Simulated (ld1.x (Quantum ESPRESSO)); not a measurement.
# Nb (Z = 41), PAW: configuration errors across variants

```
Element                 : Nb
Generator               : ld1.x (Quantum ESPRESSO) 7.5
Type                    : PAW
Functional              : BLYP
Relativity              : scalar-relativistic
Frozen core             : [Kr]
Valence charge          : 5
Reference configuration : 4d4 5s0 5p0 (charge +1)
Partial waves           : 5s (bound, empty): rcut 2.10, rcutus 2.55 bohr; 5s channel at 2.25 Ry: rcut 2.10, rcutus 2.55 bohr; 5p (bound, empty): rcut 2.80, rcutus 3.45 bohr; 5p channel at 0.55 Ry: rcut 2.80, rcutus 3.45 bohr; 4d (bound): rcut 1.70, rcutus 2.30 bohr; 4d channel at -0.3 Ry: rcut 1.70, rcutus 2.30 bohr
Local potential         : all-electron potential smoothed inside 1.85 bohr (lloc = -2)
Core correction         : Bessel-smoothed model core, default radius (core density twice the valence density)
Augmentation charge     : BESSEL, radius 1.35 bohr
```

All-electron excitation energies from the reference (eV): (1) 4d3 5s0 5p0 13.991; (2) 4d2 5s0 5p0 38.638; (3) 4d4 5s0 5p1 -3.692.

The overlap operator is not positive definite (basis up to 400 Ry) in “base”, “local potential all-electron potential smoothed inside 1.40 bohr (lloc = -2)”, “local potential all-electron potential smoothed inside 1.64 bohr (lloc = -2)”, “local potential all-electron potential smoothed inside 2.02 bohr (lloc = -2)”, “local potential all-electron potential smoothed inside 2.52 bohr (lloc = -2)”, “local potential all-electron potential smoothed inside 2.78 bohr (lloc = -2)”. Such files are unfit for use, however small their errors in these radial tests.

Tests that are not counted but printed errors over 1 eV. “base”: 4d4 5s1 5p0 (solver errors, printed error -2.7 eV). “local potential all-electron potential smoothed inside 1.40 bohr (lloc = -2)”: 4d4 5s1 5p0 (solver errors, printed error -2.7 eV); 4d3 5s2 5p0 (solver errors, printed error -12.2 eV). “local potential all-electron potential smoothed inside 1.64 bohr (lloc = -2)”: 4d4 5s1 5p0 (solver errors, printed error -2.7 eV); 4d3 5s2 5p0 (solver errors, printed error -12.2 eV). “local potential all-electron potential smoothed inside 2.02 bohr (lloc = -2)”: 4d4 5s1 5p0 (solver errors, printed error -2.7 eV); 4d3 5s2 5p0 (solver errors, printed error -12.2 eV). “local potential all-electron potential smoothed inside 2.20 bohr (lloc = -2)”: 4d4 5s1 5p0 (solver errors, printed error -2.7 eV); 4d3 5s2 5p0 (solver errors, printed error -12.2 eV).

A true bound ghost makes a file unfit for plane-wave use even where its test errors are small: the radial tests pick states by their node count and pass the ghost by. Where a test does run into it, the solver fails or the error is huge.

Errors AE − PS in meV (a dash: test not solved or not reliable):

| change | (1) | (2) | (3) | bound ghosts |
| --- | --- | --- | --- | --- |
| base | -86 | -567 | +0.6 | not determined (overlap not positive) |
| local potential all-electron potential smoothed inside 1.40 bohr (lloc = -2) | -83 | -545 | +1.4 | not determined (overlap not positive) |
| local potential all-electron potential smoothed inside 1.64 bohr (lloc = -2) | -84 | -547 | +0.7 | not determined (overlap not positive) |
| local potential all-electron potential smoothed inside 2.02 bohr (lloc = -2) | -85 | -560 | +0.6 | not determined (overlap not positive) |
| local potential all-electron potential smoothed inside 2.20 bohr (lloc = -2) | -86 | -563 | +0.7 | s |
| local potential all-electron potential smoothed inside 2.52 bohr (lloc = -2) | -83 | -545 | +1.1 | not determined (overlap not positive) |
| local potential all-electron potential smoothed inside 2.78 bohr (lloc = -2) | -84 | -547 | +0.8 | not determined (overlap not positive) |
| local potential all-electron potential smoothed inside 3.44 bohr (lloc = -2) | – | – | – | s |
| local potential all-electron potential smoothed inside 3.62 bohr (lloc = -2) | – | – | – | none |
| local potential all-electron potential smoothed inside 4.04 bohr (lloc = -2) | – | – | – | none |

Question: Give the same row for: local potential all-electron potential smoothed inside 3.18 bohr (lloc = -2).

Answer: -85, -554, +0.5; bound ghosts: s. Not counted: 4d4 5s1 5p0 (solver errors, printed error -2.7 eV).
